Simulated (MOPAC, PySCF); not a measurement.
[Nb(Cl)2(F)3], neutral singlet in the gas phase. 

Cartesian coordinates (Å):
```xyz
6

Nb     0.0102    -0.0380    -0.0177
Cl    -1.4461    -1.1051     1.3808
Cl     1.1346    -1.3914    -1.4735
F      0.2623     1.7998     0.0259
F      1.3985    -0.1544     1.2491
F     -1.3500     0.2825    -1.2796
```
Charge 0, spin multiplicity 1.

All levels are single points at this geometry (PBE-D3(BJ)/def2-SVP); Pople sets use spherical d functions. Orbital energies aren't observables, and empty levels follow the basis.

```csv
level,HOMO (eV),LUMO (eV),gap (eV),dipole (D),"vertical IE, Delta-SCF (eV)"
PBE-D3(BJ)/def2-TZVP in PySCF,-8.76,-4.61,4.15,0.66,–
TPSSh-D3(BJ)/def2-TZVP in PySCF,-9.49,-4.35,5.15,0.67,–
B3LYP/6-311+G** (LANL2DZ on Nb) in PySCF,-10.23,-4.85,5.38,0.99,–
B3LYP/6-31G* (LANL2DZ on Nb) in PySCF,-9.99,-4.50,5.49,0.26,12.40
B3LYP/LANL2DZ in PySCF,-10.47,-5.15,5.31,0.57,–
BP86/6-31G* (LANL2DZ on Nb) in PySCF,-8.84,-4.96,3.88,0.09,–
M06-2X/6-31G* (LANL2DZ on Nb) in PySCF,-11.78,-3.66,8.12,0.38,–
PM6 in MOPAC,-11.69,-1.46,10.23,0.88,–
PM7 in MOPAC,-11.84,-1.38,10.46,1.74,–
```
